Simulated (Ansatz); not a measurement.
**Question.** Name a neutral molecule of Cl, F, Ge, O, Si and H with HOMO energy (PBE0/def2-TZVPP) between -9.25 and -8.95 eV and LUMO energy (B3LYP/def2-TZVPP) between -0.55 and -0.25 eV (Ansatz, PBE0-D4/def2-TZVP geometry).

**Answer.** `F[SiH2][O][GeH2][Cl]` (-9.04 eV, -0.52 eV). Other molecules can fit too; these were computed, each in one conformer that needn't be the lowest.

B3LYP here is the variant with VWN-RPA as its local correlation; programs differ in this.
